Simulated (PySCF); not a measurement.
Spectrum to structure. Computed with PySCF 2.14.0, density-fitted response routines, TDDFT CAM-B3LYP/def2-SVPD, vertical, gas phase, core orbitals frozen in the response. Geometries: GFN2-xTB, one conformer each.

```tsv
state	E (eV)	λ (nm)	f
S1	5.63	220.4	0.0055
S2	6.45	192.4	0.166
S3	6.99	177.4	0.028
S4	7.04	176.0	0.0069
S5	7.17	172.8	0.0023
S6	7.35	168.8	0.0020
S7	7.41	167.4	0.0096
S8	7.64	162.3	0.081
```

Triplets computed (Tamm–Dancoff): 4.09, 5.20, 6.15 eV.

Problem. Which structure fits? All have the formula C5H7NOSi.
A. `[SiH3]/C=C/c1ncco1`
B. `O=C=N[SiH]1CC=CC1`
C. `CO[SiH2]C1=C[C@@H]1C#N`

Solution. C. Its S1 lies at 5.63 eV; the nearest of the others has S1 at 4.87 eV. S1 is HOMO→LUMO (92%). Löwdin shares by element: HOMO carbon 32% or more, nitrogen 19%, oxygen 13% (atoms not listed hold the other 36%); LUMO carbon 66% or more, silicon 11%, hydrogen 6% or more (atoms not listed hold the other 17%). At the same level the other candidates give, for their lowest levels:
- `[SiH3]/C=C/c1ncco1`: 4.87 eV (f 0.646); 5.68 eV (f 0.002); 6.49 eV (f 0.001); 6.54 eV (f 0.022); 6.67 eV (f 0.052); T1 3.01 eV; HOMO -7.94, LUMO -0.51 eV
- `O=C=N[SiH]1CC=CC1`: 6.81 eV (f 0.004); 7.21 eV (f 0.014); 7.24 eV (f 0.132); 7.40 eV (f 0.047 summed over 2 states); 7.49 eV (f 0.014); T1 4.48 eV; HOMO -8.68, LUMO 1.02 eV

The values belong to the conformer `[CH3:1][O:2][SiH2:3][C:4]1=[CH:5][C@@H:6]1[C:7]#[N:8]`: C1–O2–Si3–C4 -63°, O2–Si3–C4–C5 8°.
